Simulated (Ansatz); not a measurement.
PH4Br, singlet: a pair in one relaxed arrangement.

in.yaml

```yaml
crystal:
  periodic: [false, false, false]
  atoms:
    - {symbol: Br, position_ang: [-0.169017, 0.074270, -2.701590]}
    - {symbol: H, position_ang: [-0.076588, 0.033529, -1.278815]}
    - {symbol: P, position_ang: [0.095877, -0.042102, 1.570061]}
    - {symbol: H, position_ang: [-0.084018, 1.164722, 0.842752]}
    - {symbol: H, position_ang: [-0.909487, -0.733037, 0.842320]}
    - {symbol: H, position_ang: [1.143233, -0.497483, 0.725373]}
basis:
  gaussian: {orbitals: def2-SVP}
correlation: {method: ccsd_t}
```

Command:

```bash
ansatz run in.yaml --threads 2 --pin off --events-out ev --progress --plain --max-ram 5222MiB
```

What Ansatz 0.2.0 printed:

```
Functional definition: HF
  name "HF"
  cite "Fock, Z. Phys. 61, 126 (1930) doi:10.1007/BF01340294"
  parent pbe
  exchange = exact_x
  correlation = 0
678 factors; integrals over basis functions are off by at most 7.8e-4 eV
mean field evaluation 1: about -79321.5074 eV, gradient 1.4e1 eV
mean field evaluation 2: about -79321.5216 eV, gradient 1.4e1 eV
mean field evaluation 4: about -79322.4485 eV, gradient 1.8e0 eV
mean field evaluation 8: about -79322.4680 eV, gradient 1.1e-1 eV
mean field evaluation 16: about -79322.4500 eV, gradient 4.4e-1 eV
mean field -79322.46805808 eV, -2915.0469344346 hartree, gradient 5.4e-6 eV, S^2 0.000000; 0 other end points of the search recorded, 0 dependent functions left out
14 core orbitals not correlated: weight in the atoms' cores, before any rotation towards them, 1.000 or more for the frozen orbitals, at most 0.000 for the correlated occupied ones
reference -79322.46805808 eV, -2915.0469344346 hartree; 13, 13 occupied and 43, 43 virtual orbitals, 678 factors
second order -10.27785639 eV of doubles, -0.00000000 eV of singles
cycle   1  -10.88334405 eV  change   -6.1e-1 eV  update   6.7e-2
cycle   2  -11.21858547 eV  change   -3.4e-1 eV  update   2.2e-2
cycle   3  -11.22339876 eV  change   -4.8e-3 eV  update   5.8e-3
cycle   4  -11.22438802 eV  change   -9.9e-4 eV  update   1.9e-3
cycle   5  -11.22446961 eV  change   -8.2e-5 eV  update   6.1e-4
cycle   6  -11.22407434 eV  change    4.0e-4 eV  update   2.3e-4
cycle   7  -11.22406769 eV  change    6.7e-6 eV  update   6.8e-5
cycle   8  -11.22409288 eV  change   -2.5e-5 eV  update   1.8e-5
perturbative correction -0.22791386 eV, -0.0083756799 hartree
Total energy: -79333.92006482 eV, -2915.4677879197 hartree
```

The lines “mean field evaluation” count trial sets of orbitals through the whole run, from several starts and some on an approximate energy, so they need not fall steadily or lie above the final value.

Hardware: 2 CPU threads of an Arm Neoverse V1, shared host. Wall time about 1.2 s.
